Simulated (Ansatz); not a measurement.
Cost and result for the atomization energy of C₂H₄OZn, SMILES `C1[CH2][Zn][O]1` (8 atoms, 8 bonds).

Total charge 0; spin multiplicity 1. For Zn the d shell is correlated and the shells below it are frozen. Scalar relativity is left out up to krypton. All single points use the PBE0-D4/def2-TZVP geometry. Program: Ansatz. All runs use 2 threads of an Intel Xeon Platinum 8375C on a shared host. Times are those of one run each, without the atoms' runs, and a repeat can differ threefold. Electronic energies, without spin–orbit coupling; frozen cores. CCSD(T)/CBS adds CCSD(T) − MP2 in def2-TZVPP to the MP2 limit, and its time is that of the two runs behind it. T1 = 0.020; the RHF reference is unstable towards UHF. With those shells the extrapolation isn't a true limit. B3LYP takes the VWN-RPA correlation (the form of Gaussian; ORCA's B3LYP/G).

CCSD(T)/CBS is a level of theory with its own doubt, some kJ/mol a heavy atom from the limit and from the frozen cores, so smaller differences don't rank the functionals.

| level | functions | wall time | atomization (kJ/mol) | difference from CCSD(T)/CBS | per bond |
| --- | --- | --- | --- | --- | --- |
| revPBE-D4/def2-TZVPP | 213 | 2.6 s | 2703.2 | 3.2 | 0.4 |
| PBE-D4/def2-TZVPP (with forces) | 213 | 3.5 s | 2785.4 | 85.4 | 10.7 |
| BHLYP-D4/def2-TZVPP | 213 | 4.1 s | 2565.5 | -134.5 | -16.8 |
| CAM-B3LYP-D4/def2-TZVPP | 213 | 4.4 s | 2692.1 | -7.9 | -1.0 |
| CCSD(T)/def2-SVP | 93 | 6 s | 2542.8 | -157.2 | -19.6 |
| B3LYP-D4/def2-TZVPP (with forces) | 213 | 6.5 s | 2674.8 | -25.2 | -3.1 |
| B2PLYP/def2-TZVPP | 213 | 8 s | 2663.8 | -36.2 | -4.5 |
| ωB97X-V/def2-TZVPP | 213 | 9.5 s | 2698.1 | -1.9 | -0.2 |
| B97M-V/def2-TZVPP | 213 | 9.5 s | 2692.0 | -8.0 | -1.0 |
| ωB97M-V/def2-TZVPP (with forces) | 213 | 14 s | 2694.7 | -5.3 | -0.7 |
| MP2/def2-QZVPP | 391 | 27 s | 2747.3 | 47.3 | 5.9 |
| CCSD(T)/def2-TZVPP | 213 | 94 s | 2627.1 | -72.9 | -9.1 |
| CCSD(T)/CBS(def2) | – | 2 min | 2700.0 | 0.0 | 0.0 |

At CCSD(T), def2-SVP lies −157.2 kJ/mol from the extrapolated value and def2-TZVPP −72.9 kJ/mol: correlation converges slowly with the basis, and small sets miss more of it in the bonded molecule than in its fragments. From PBE to PBE0 (25 % exact exchange), in def2-TZVPP and without D4, the atomization energy moves by −71.6 kJ/mol: exact exchange takes away binding that semilocal exchange gives to molecules. In def2-TZVPP, CCSD(T) changes the Hartree–Fock value by +798.3 kJ/mol (the triples alone add +58.7 kJ/mol) and MP2 by +873.6 kJ/mol; breaking electron pairs costs correlation energy, which Hartree–Fock lacks.
